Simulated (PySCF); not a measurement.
The dipole of `C1(C#CC#N)[C@H]([SiH2]C=1)C` from its density and from atomic charges.

Coordinates (GFN2-xTB, Å) and charges (e) from the PBE0/pcSseg-1 density (PySCF):

```json
{"atom": "C1", "x": "-1.289", "y": "-1.349", "z": "0.093", "Mulliken": "-0.2071", "IAO": "-0.4161", "Hirshfeld": "-0.1214", "ESP-fitted": "-0.3820"}
{"atom": "C2", "x": "-0.893", "y": "-0.040", "z": "-0.574", "Mulliken": "-0.4916", "IAO": "-0.3492", "Hirshfeld": "-0.1007", "ESP-fitted": "+0.0084"}
{"atom": "Si3", "x": "-1.817", "y": "1.585", "z": "-0.053", "Mulliken": "+0.6980", "IAO": "+0.7431", "Hirshfeld": "+0.3569", "ESP-fitted": "+0.4328"}
{"atom": "C4", "x": "-0.016", "y": "1.788", "z": "0.475", "Mulliken": "-0.2606", "IAO": "-0.3882", "Hirshfeld": "-0.1184", "ESP-fitted": "-0.3448"}
{"atom": "C5", "x": "0.366", "y": "0.579", "z": "0.009", "Mulliken": "-0.2636", "IAO": "-0.0016", "Hirshfeld": "+0.0143", "ESP-fitted": "-0.0415"}
{"atom": "C6", "x": "1.612", "y": "-0.037", "z": "0.028", "Mulliken": "+0.4526", "IAO": "+0.0429", "Hirshfeld": "+0.0198", "ESP-fitted": "+0.1792"}
{"atom": "C7", "x": "2.679", "y": "-0.620", "z": "0.016", "Mulliken": "-0.0636", "IAO": "-0.0809", "Hirshfeld": "-0.0245", "ESP-fitted": "-0.3506"}
{"atom": "C8", "x": "3.881", "y": "-1.247", "z": "0.019", "Mulliken": "-0.0918", "IAO": "+0.1438", "Hirshfeld": "+0.0830", "ESP-fitted": "+0.5544"}
{"atom": "N9", "x": "4.901", "y": "-1.782", "z": "0.021", "Mulliken": "-0.2200", "IAO": "-0.2079", "Hirshfeld": "-0.1866", "ESP-fitted": "-0.4596"}
{"atom": "H10", "x": "-2.237", "y": "-1.704", "z": "-0.304", "Mulliken": "+0.1239", "IAO": "+0.1461", "Hirshfeld": "+0.0447", "ESP-fitted": "+0.1009"}
{"atom": "H11", "x": "-1.396", "y": "-1.213", "z": "1.168", "Mulliken": "+0.1121", "IAO": "+0.1386", "Hirshfeld": "+0.0380", "ESP-fitted": "+0.1109"}
{"atom": "H12", "x": "-0.535", "y": "-2.117", "z": "-0.079", "Mulliken": "+0.1296", "IAO": "+0.1449", "Hirshfeld": "+0.0389", "ESP-fitted": "+0.1251"}
{"atom": "H13", "x": "-0.786", "y": "-0.206", "z": "-1.649", "Mulliken": "+0.1466", "IAO": "+0.1453", "Hirshfeld": "+0.0376", "ESP-fitted": "+0.0535"}
{"atom": "H14", "x": "-2.804", "y": "1.422", "z": "1.010", "Mulliken": "-0.0704", "IAO": "-0.1112", "Hirshfeld": "-0.0647", "ESP-fitted": "-0.0735"}
{"atom": "H15", "x": "-2.291", "y": "2.432", "z": "-1.144", "Mulliken": "-0.0703", "IAO": "-0.1100", "Hirshfeld": "-0.0662", "ESP-fitted": "-0.0949"}
{"atom": "H16", "x": "0.619", "y": "2.518", "z": "0.952", "Mulliken": "+0.0761", "IAO": "+0.1602", "Hirshfeld": "+0.0496", "ESP-fitted": "+0.1815"}
```

What dipole does each set of charges give (1 e·Å = 4.803 D), and what does the density give?

The full density gives (-4.87, 2.12, -0.10) D, 5.31 D in size; dipole vectors point from the negative to the positive end.

| scheme | μx | μy | μz | size (D) | share of the full size (%) | angle to the full dipole (°) |
| --- | --- | --- | --- | --- | --- | --- |
| Mulliken | -8.37 | 2.81 | 0.13 | 8.83 | 166 | 5 |
| IAO | -5.54 | 2.51 | -0.15 | 6.08 | 115 | 1 |
| Hirshfeld | -4.13 | 2.08 | -0.04 | 4.63 | 87 | 3 |
| ESP-fitted | -4.88 | 2.10 | -0.09 | 5.32 | 100 | 0 |

Which set comes closest?

Length of the difference vector: ESP-fitted 0.02 D, Hirshfeld 0.74 D, IAO 0.78 D, Mulliken 3.57 D. Closest: ESP-fitted. The schemes that divide the density aren't constrained to reproduce the dipole.

What is left for the Hirshfeld atoms' own dipoles?

The shares of the density sum to the whole, so what Σ q r misses lies in dipoles about the nuclei. The atomic dipoles sum to (-4.87, 2.12, -0.10) − (-4.13, 2.08, -0.04) = (-0.74, 0.04, -0.06) D, 0.74 D in size.

With the origin at the mean of the coordinates, (0.000, 0.001, -0.001) Å, which are the largest single terms, by size, of the Mulliken dipole along the direction of the full one?

Si3 +7.71, N9 +5.50, C6 -3.25, C2 -1.92, C8 +1.79 D; all 16 atoms together +8.79 D. The single terms depend on the origin, their sum doesn't.

Give the size of the full dipole in other units.

5.31 D = 2.091 au = 1.106 e·Å = 17.72 × 10⁻³⁰ C·m.

Geometry: GFN2-xTB; no solvent, vibrations or thermal averaging.

The run behind these numbers computed NMR shieldings as well. Hardware: an Arm Neoverse N1 with one thread, on a shared host. Cost: 51 s, 0.85 GiB resident at most.
